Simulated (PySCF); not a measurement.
methyl ethyl ether (C3H8O), singlet, geometry from GFN2-xTB; PySCF with SVWN5/def2-SVP.

The PySCF input:
```python
from pyscf import gto, scf, dft

mol = gto.M(
    atom='''
O     0.022172   -0.706372   -0.008918
C    -0.001910    0.703791    0.009063
C     1.319408   -1.235776   -0.004276
C    -1.449207    1.167504    0.002248
H     0.515371    1.075025    0.908962
H     0.531117    1.097999   -0.871671
H     1.215575   -2.318745   -0.019167
H     1.887160   -0.910900   -0.886220
H     1.871403   -0.933890    0.895656
H    -1.949854    0.799068   -0.888595
H    -1.965443    0.776323    0.874298
H    -1.492447    2.252984    0.015870
''',
    basis='def2-svp',
    charge=0,
    spin=0,
    verbose=4,
)

mf = dft.RKS(mol)
mf.xc = 'lda,vwn'
mf.kernel()
mf.analyze()
```

The log (banner, timings and long lists left out):

```
PySCF version 2.14.0

[INPUT] verbose = 4
[INPUT] num. atoms = 12
[INPUT] num. electrons = 34
[INPUT] charge = 0
[INPUT] spin (= nelec alpha-beta = 2S) = 0
[INPUT] symmetry False subgroup None
[INPUT] Mole.unit = angstrom
[INPUT] Symbol           X                Y                Z      unit          X                Y                Z       unit  Magmom
[...]
nuclear repulsion = 133.862516313787
number of shells = 48
number of NR pGTOs = 152
number of NR cGTOs = 96
basis = def2-svp
ecp = {}

******** <class 'pyscf.dft.rks.RKS'> ********
method = RKS
initial guess = minao
damping factor = 0
level_shift factor = 0
DIIS = <class 'pyscf.scf.diis.CDIIS'>
diis_start_cycle = 1
diis_space = 8
diis_damp = 0
SCF conv_tol = 1e-09
SCF conv_tol_grad = None
SCF max_cycles = 50
direct_scf = True
direct_scf_tol = 1e-13
XC library pyscf.dft.libxc version 7.1.2
    S. Lehtola, C. Steigemann, M. J. T. Oliveira, and M. A. L. Marques,  SoftwareX 7, 1–5 (2018)
XC functionals = lda,vwn
    P. A. M. Dirac,  Math. Proc. Cambridge Philos. Soc. 26, 376 (1930)
    F. Bloch,  Z. Phys. 57, 545 (1929)
    S. H. Vosko, L. Wilk, and M. Nusair,  Can. J. Phys. 58, 1200 (1980)
radial grids:
    Treutler-Ahlrichs [JCP 102, 346 (1995); DOI:10.1063/1.469408] (M4) radial grids

becke partition: Becke, JCP 88, 2547 (1988); DOI:10.1063/1.454033
pruning grids: <function nwchem_prune>
grids dens level: 3
symmetrized grids: False
atomic radii adjust function: <function treutler_atomic_radii_adjust>
small_rho_cutoff = 0
Set gradient conv threshold to 3.16228e-05
Initial guess from minao.
tot grids = 134904
init E= -192.605053242671
[...]
cycle= 1 E= -192.414754454668  delta_E= 0.19  |g|= 0.662  |ddm|= 3.26
[...]
cycle= 2 E= -192.138232488485  delta_E= 0.277  |g|= 1.32  |ddm|= 2.67
[...]
cycle= 3 E= -192.511143758602  delta_E= -0.373  |g|= 0.164  |ddm|= 2.05
[...]
cycle= 4 E= -192.516266449166  delta_E= -0.00512  |g|= 0.0594  |ddm|= 0.175
[...]
cycle= 5 E= -192.51705309436  delta_E= -0.000787  |g|= 0.00868  |ddm|= 0.0535
[...]
cycle= 6 E= -192.517069914073  delta_E= -1.68e-05  |g|= 0.00295  |ddm|= 0.00937
[...]
cycle= 7 E= -192.5170719416  delta_E= -2.03e-06  |g|= 0.000529  |ddm|= 0.00282
[...]
cycle= 8 E= -192.5170720087  delta_E= -6.71e-08  |g|= 9.21e-05  |ddm|= 0.00056
[...]
cycle= 9 E= -192.517072010972  delta_E= -2.27e-09  |g|= 1.64e-05  |ddm|= 0.000127
[...]
cycle= 10 E= -192.517072011015  delta_E= -4.27e-11  |g|= 1.09e-05  |ddm|= 2.91e-05
[...]
Extra cycle  E= -192.517072010973  delta_E= 4.16e-11  |g|= 1.68e-05  |ddm|= 2.76e-05
converged SCF energy = -192.517072010973
**** SCF Summaries ****
Total Energy =                        -192.517072010973123
Nuclear Repulsion Energy =             133.862516313787097
One-electron Energy =                 -527.214530871909801
Two-electron Energy =                  200.834942547149609
Two-electron Coulomb Energy =          226.931483253418492
DFT Exchange-Correlation Energy =      -26.096540706268893
HOMO-LUMO gap [eV] =                     6.502187345724256
**** MO energy ****
[...]
 ** Mulliken pop on meta-lowdin orthogonal AOs  **
 ** Mulliken pop  **
 ** Mulliken atomic charges  **
charge of    0O =     -0.36531
charge of    1C =      0.00754
charge of    2C =     -0.13272
charge of    3C =     -0.33772
charge of    4H =      0.08302
charge of    5H =      0.08302
charge of    6H =      0.12578
charge of    7H =      0.09200
charge of    8H =      0.09200
charge of    9H =      0.11773
charge of   10H =      0.11773
charge of   11H =      0.11692
Dipole moment(X, Y, Z, Debye):  0.86912,  0.61894,  0.01566
```
